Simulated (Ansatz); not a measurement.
Species: C$_{6}$H$_{6}$N, charge 0, multiplicity 2. It need not be the lowest isomer of its formula. 
Geometry from a B3LYP-D3(BJ)/def2-TZVP (Ansatz, a quantum-chemistry and plane-wave program) optimisation:
SMILES: N#CC1=C[CH]CC1
```xyz
13

C     -1.6736    -0.9708     0.4533
C     -1.7909     0.5244     0.4096
C     -0.5953     1.1058     0.0912
C      0.3967     0.1288    -0.1026
C     -0.1883    -1.2486     0.1060
C      1.7303     0.3670    -0.4379
N      2.8432     0.5405    -0.7165
H     -2.3554    -1.4456    -0.2585
H     -1.9434    -1.3637     1.4381
H     -2.7089     1.0585     0.6067
H     -0.4193     2.1676    -0.0029
H      0.3322    -1.7788     0.9070
H     -0.0805    -1.8609    -0.7923
```
Charge 0, spin multiplicity 2.

Basis-set convergence of Hartree-Fock and CCSD correlation energies (hartree) with Ansatz. Valence correlation only, unless marked. Open shells are spin-unrestricted. Spin-orbit coupling is left out. Non-relativistic.

The UHF reference is spin-contaminated (<S^2> 0.33 over the pure value in the largest basis). 

```tsv
basis	functions	E(HF)	E(corr, CCSD)
cc-pVDZ	128	-285.14328	-0.96014
cc-pVTZ	294	-285.21430	-1.14425
cc-pVQZ	565	-285.23209	-1.20243
```

Extrapolating the two largest sets (X = 3 and 4) as X^-3: E(corr) = (64·(-1.20243) - 27·(-1.14425))/37 = -1.2449 Eh, an estimate of the basis-set limit. The largest set recovers 96.6 % of it, the smallest 77.1 %.
